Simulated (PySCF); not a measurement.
Input file for PySCF: R-HF/3-21G on H2S2 (SMILES SS), a point of a torsion scan.

```python
from pyscf import gto, scf, dft, mp
from pyscf.data.elements import chemcore

mol = gto.M(
    atom='''
    S    -0.92800317    0.54805320    0.42539228
    S     0.92484574    0.39837411   -0.42923658
    H    -1.55262384   -0.37141607   -0.32232669
    H     0.84778070    1.46997552   -1.22947289
    ''',
    basis='3-21g',
    charge=0, spin=0, verbose=3, max_memory=1800)
mf = scf.RHF(mol)
mf.conv_tol = 1e-8
mf.max_cycle = 100
mf.kernel()
if not mf.converged:
    mf = mf.newton().run(mf.mo_coeff, mf.mo_occ)
```

The log:

```
converged SCF energy = -792.241553221642
```

Self-consistency was reached.

Cost: about 0.08 core-seconds (a rough figure).
